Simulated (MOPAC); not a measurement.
MOPAC input (PM3):

```
PM3 FORCE THERMO(298,298) PRECISE LET UHF MS=0.5 GEO-OK AUX(PRECISION=9) THREADS=1
H4FSi2

F    -1.57241335 1   -0.93898166 1   -0.40018170 1
Si   -0.76894606 1    0.28740151 1    0.23964707 1
Si    1.60674632 1    0.20924927 1   -0.11105449 1
H    -1.22337649 1    1.58485647 1   -0.35775834 1
H    -0.99040000 1    0.33893592 1    1.72202242 1
H     2.34189914 1    1.10177676 1    0.81491882 1
H     2.23275986 1   -1.13037198 1   -0.19784256 1
```

Output:

```
 *******************************************************************************
 **                                                                           **
 **                              MOPAC v23.2.5                                **
 **                                                                           **
 *******************************************************************************
 ** MOPAC's Digital Object Identifier: https://doi.org/10.5281/zenodo.6511958 **
 **                                                                           **
 ** Please cite the open-source release paper for use of this MOPAC version:  **
 ** J. E. Moussa and J. J. P. Stewart (2026)                                  **
 ** MOPAC: An open-source semiempirical molecular orbital program             **
 ** J. Open Source Softw., 11(119), 8025, https://doi.org/10.21105/joss.08025 **
 *******************************************************************************

                              PM3 CALCULATION RESULTS

 *******************************************************************************
 *  PM3        - The PM3 Hamiltonian to be used
 *  GEO-OK     - OVERRIDE INTERATOMIC DISTANCE AND OTHER SAFETY CHECKS
 *  UHF        - UNRESTRICTED HARTREE-FOCK CALCULATION
 *  MS=        - IN MECI, MAGNETIC COMPONENT OF SPIN =  0.5
 *  LET        - OVERRIDE SOME SAFETY CHECKS
 *  PRECISE    - TIGHTER CRITERIA TO BE USED
 *  FORCE      - FORCE CALCULATION SPECIFIED
 *  AUX        - OUTPUT AUXILIARY INFORMATION
 *  THERMO     - THERMODYNAMIC QUANTITIES TO BE CALCULATED
 *******************************************************************************
PM3 FORCE THERMO(298,298) PRECISE LET UHF MS=0.5 GEO-OK AUX(PRECISION=9) THREADS=1
 H4FSi2

   ATOM   CHEMICAL          X               Y               Z
  NUMBER   SYMBOL      (ANGSTROMS)     (ANGSTROMS)     (ANGSTROMS)

     1       F         -1.57241335  *  -0.93898166  *  -0.40018170  *
     2      Si         -0.76894606  *   0.28740151  *   0.23964707  *
     3      Si          1.60674632  *   0.20924927  *  -0.11105449  *
     4       H         -1.22337649  *   1.58485647  *  -0.35775834  *
     5       H         -0.99040000  *   0.33893592  *   1.72202242  *
     6       H          2.34189914  *   1.10177676  *   0.81491882  *
     7       H          2.23275986  *  -1.13037198  *  -0.19784256  *

          CARTESIAN COORDINATES

    NO.       ATOM           X           Y           Z

     1         F         -1.5724     -0.9390     -0.4002
     2        Si         -0.7689      0.2874      0.2396
     3        Si          1.6067      0.2092     -0.1111
     4         H         -1.2234      1.5849     -0.3578
     5         H         -0.9904      0.3389      1.7220
     6         H          2.3419      1.1018      0.8149
     7         H          2.2328     -1.1304     -0.1978

  H: (PM3): J. J. P. STEWART, J. COMP. CHEM. 10, 209 (1989).
  F: (PM3): J. J. P. STEWART, J. COMP. CHEM. 10, 209 (1989).
 Si: (PM3): J. J. P. STEWART, J. COMP. CHEM. 10, 209 (1989).

           Empirical Formula: H4 F Si2  =     7 atoms

      MOLECULAR POINT GROUP   :   C1

[...]
 REDUCED MASS        0.5108         Si3 -- H 6          +0.2% (  3.8%)      0.2%
 EFFECTIVE MASS      1.8622
 FORCE CONSTANT      0.2281

 VIBRATION         11   11A          ATOM PAIR     ENERGY CONTRIBUTION    RADIAL
 FREQUENCY           927.32         F 1 -- Si2         +60.7% ( 98.1%)    100.0%
 TRANSITION DIPOLE   2.6213         Si2 -- H 4         +13.4% ( 46.1%)      6.8%
 TRAVEL (Ang.)       0.0833         Si2 -- H 5         +13.3% ( 46.0%)      6.6%
 REDUCED MASS       10.4800         Si2 -- Si3         +12.5% ( 44.5%)     20.6%
 EFFECTIVE MASS     21.9151
 FORCE CONSTANT      5.3097

 VIBRATION         12   12A          ATOM PAIR     ENERGY CONTRIBUTION    RADIAL
 FREQUENCY          1854.99         Si3 -- H 7         +58.1% ( 77.1%)     98.7%
 TRANSITION DIPOLE   0.0349         Si3 -- H 6         +41.7% ( 65.3%)     97.7%
 TRAVEL (Ang.)       0.2617         Si2 -- Si3          +0.2% (  4.8%)      0.9%
 REDUCED MASS        0.5306
 EFFECTIVE MASS      1.4436
 FORCE CONSTANT      1.0757

 VIBRATION         13   13A          ATOM PAIR     ENERGY CONTRIBUTION    RADIAL
 FREQUENCY          1869.05         Si3 -- H 6         +58.5% ( 75.8%)     99.1%
 TRANSITION DIPOLE   0.0422         Si3 -- H 7         +41.4% ( 63.7%)     98.1%
 TRAVEL (Ang.)       0.2664
 REDUCED MASS        0.5085
 EFFECTIVE MASS      1.1969
 FORCE CONSTANT      1.0467

 VIBRATION         14   14A          ATOM PAIR     ENERGY CONTRIBUTION    RADIAL
 FREQUENCY          1917.87         Si2 -- H 5         +65.5% ( 81.8%)     99.3%
 TRANSITION DIPOLE   0.0605         Si2 -- H 4         +34.1% ( 59.0%)     97.6%
 TRAVEL (Ang.)       0.2513         Si2 -- Si3          +0.2% (  4.5%)      0.4%
 REDUCED MASS        0.5568         F 1 -- Si2          +0.2% (  4.5%)      0.4%
 EFFECTIVE MASS      1.3803
 FORCE CONSTANT      1.2068

 VIBRATION         15   15A          ATOM PAIR     ENERGY CONTRIBUTION    RADIAL
 FREQUENCY          1935.63         Si2 -- H 4         +66.1% ( 80.8%)     98.9%
 TRANSITION DIPOLE   0.1408         Si2 -- H 5         +33.6% ( 57.5%)     96.2%
 TRAVEL (Ang.)       0.2530         Si2 -- Si3          +0.1% (  3.8%)     18.4%
 REDUCED MASS        0.5444         F 1 -- Si2          +0.1% (  3.6%)     36.0%
 EFFECTIVE MASS      1.2140
 FORCE CONSTANT      1.2017

      SYMMETRY NUMBER FOR POINT-GROUP C1  =  1

          SYSTEM IS A GROUND STATE

 H4FSi2

          MOLECULE IS NOT LINEAR

          THERE ARE 15 GENUINE VIBRATIONS IN THIS SYSTEM
          THIS THERMODYNAMICS CALCULATION IS LIMITED TO
          MOLECULES WHICH HAVE NO INTERNAL ROTATIONS

                    CALCULATED THERMODYNAMIC PROPERTIES
                                          *
   TEMP. (K)   PARTITION FUNCTION   H.O.F.    ENTHALPY  HEAT CAPACITY ENTROPY
                                   KCAL/MOL   CAL/MOLE    CAL/K/MOL  CAL/K/MOL

 298.00  VIB.     0.1180D+02                  1889.4012    12.9616    11.2445
         ROT.     0.6781D+05                   888.2803     2.9808    25.0875
         INT.     0.8001D+06                  2777.6815    15.9424    36.3320
         TRA.     0.6814D+27                  1480.4672     4.9680    39.0207
         TOT.                      -43.765    4258.1487    20.9104    75.3527

   *: NOTE: HEATS OF FORMATION ARE RELATIVE TO THE
            ELEMENTS IN THEIR STANDARD STATE AT 298K
              (=  Standard Enthalpy of Formation).

            Hvib:  Zero-point energy is not included.
                   frequencies of less than zero cm-1 are not included.
            Hrot = (3/2)RT
            Htra = (3/2)RT + pV = (5/2)RT

            Heat capacity is Cp, not Cv

          For more information, see: HTTP://OpenMOPAC.net/Manual/thermochemistry.html

           FORCE CONSTANT IN CARTESIAN COORDINATES (Millidynes/A)

    ATOM   CHEMICAL       X               Y               Z
   NUMBER   SYMBOL  FORCE CONSTANT  FORCE CONSTANT  FORCE CONSTANT

      1       F        5.837602        0.284562        0.352822
      2      Si        6.689253        2.636638        3.233376
      3      Si        2.841447        2.472106        1.011596
      4       H        0.593727        0.581302        1.499252
      5       H        0.586910        0.606868        1.459360
      6       H        1.864671        0.196881        0.221900
      7       H        0.687361        1.123301        0.462641

 **********************
 *                    *
 * JOB ENDED NORMALLY *
 *                    *
 **********************

 == MOPAC DONE ==
```
